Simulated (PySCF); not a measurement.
H10Si4, SMILES [SiH3][SiH]([SiH3])[SiH3], CAM-B3LYP/def2-SVP optimised geometry.

```
14

Si    -0.53     1.26     3.85
Si    -1.27     0.19     1.90
Si    -0.54    -2.05     1.87
Si    -0.48     1.32     0.00
H     -1.03     0.55     5.06
H      0.96     1.27     3.89
H     -1.02     2.67     3.89
H     -2.76     0.20     1.88
H     -1.06    -2.78     3.06
H      0.95    -2.09     1.90
H     -1.01    -2.74     0.64
H     -0.95     0.66    -1.25
H     -0.95     2.74     0.00
H      1.01     1.32     0.00
```

Density from CAM-B3LYP/def2-TZVP run with PySCF at that geometry.

Minimum of the electron density along straight lines between bonded atoms, close to the bond critical point (lines longer than 1.1 times the sum of covalent radii, or with two minima, are not listed):

```
bond     length / Å  ρ at the minimum / e bohr⁻³  ∇²ρ there / e bohr⁻⁵  position (fraction from the first atom)
-------  ----------  ---------------------------  --------------------  ---------------------------------------
Si1–Si2       2.348                        0.093                 -0.16                                     0.51
Si2–Si3       2.348                        0.093                 -0.16                                     0.50
Si2–Si4       2.348                        0.093                 -0.16                                     0.50
Si1–H5        1.490                        0.120                  0.14                                     0.49
Si1–H6        1.490                        0.120                  0.14                                     0.49
Si1–H7        1.490                        0.120                  0.14                                     0.49
Si2–H8        1.494                        0.117                  0.15                                     0.49
Si3–H9        1.490                        0.120                  0.14                                     0.49
Si3–H10       1.490                        0.120                  0.14                                     0.49
Si3–H11       1.490                        0.120                  0.14                                     0.49
Si4–H12       1.490                        0.120                  0.14                                     0.49
Si4–H13       1.490                        0.120                  0.14                                     0.49
Si4–H14       1.490                        0.120                  0.14                                     0.49
```
